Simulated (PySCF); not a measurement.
Estimate the missing entries of this data sheet.

Compound: C5H11ClOSi2.
InChI=1S/C5H11ClOSi2/c1-4(8)5(2-7)3-9-6/h2H,3,9H2,1,8H3/b5-4-

Conformer (atom-mapped SMILES and torsion angles): `[CH3:1]/[C:2]([SiH3:3])=[C:4](\[CH:5]=[O:6])[CH2:7][SiH2:8][Cl:9]`: C2–C4–C5–O6 -159°, C2–C4–C7–Si8 124°, C4–C7–Si8–Cl9 -33°.

```json
{"property": "point group of the GFN2-xTB geometry", "level": "GFN2-xTB", "value": "?"}
{"property": "rotational constants A, B, C of the GFN2-xTB geometry", "level": "GFN2-xTB", "value": "?"}
{"property": "dipole moment", "level": "PBE0/pcSseg-1", "value": "3.66 D"}
{"property": "HOMO energy", "level": "PBE0/pcSseg-1", "value": "?"}
{"property": "LUMO energy", "level": "PBE0/pcSseg-1", "value": "-2.27 eV"}
{"property": "13C chemical shifts (computed TMS as zero) by class", "level": "GIAO PBE0/pcSseg-1", "value": "?"}
{"property": "1H chemical shifts (computed TMS as zero) by class", "level": "GIAO PBE0/pcSseg-1", "value": "?"}
{"property": "isotropic shieldings of nuclei other than C and H, by class", "level": "GIAO PBE0/pcSseg-1", "value": "?"}
```

The electronic properties come from PySCF, for the isolated species, density fitting. NMR classes are plain means over equivalent atoms (diastereotopic ones count apart unless rotation or inversion swaps them), as if these changed places fast; in this geometry the members of some classes differ.

Q: What is the HOMO energy?

A: -7.47 eV.

Q: The 1H chemical shifts (computed TMS as zero) by class?

A: 10.29 (1 H), 5.44 (2 H), 4.36 (3 H), 2.60 (3 H), 1.68 (2 H) ppm.

Q: Give the isotropic shieldings of nuclei other than C and H, by class.

A: -308 (1 O), 373 (1 Si), 418 (1 Si), 1011 (1 Cl) ppm.

Q: Give the point group of the GFN2-xTB geometry.

A: C1.

Q: Give the rotational constants A, B, C of the GFN2-xTB geometry.

A: 1.384, 0.656, 0.586 GHz.

Q: What are the 13C chemical shifts (computed TMS as zero) by class?

A: 196.3 (1 C), 159.7 (1 C), 155.4 (1 C), 26.4 (1 C), 21.3 (1 C) ppm.

The rotational constants make it an asymmetric top with κ = (2B − A − C)/(A − C) = -0.82, nearer the prolate limit (−1). With B = h/(8π²I), that is 505.379 GHz u Å² over I, the principal moments of inertia are 365.1, 770.9 and 863.2 u Å² (most abundant isotopes). The dipole equals about 12.2 × 10⁻³⁰ C·m (1 D = 3.33564 × 10⁻³⁰ C·m).

For the NMR shielding job (PBE0/pcSseg-1), on Arm Neoverse N1, one thread, shared host with 64 logical CPUs at a one-minute load of 58, this took 2.0 min of wall time (with the writing of density and orbital grids) and 1.1 GiB of memory at its peak.

One conformer stands for the species.
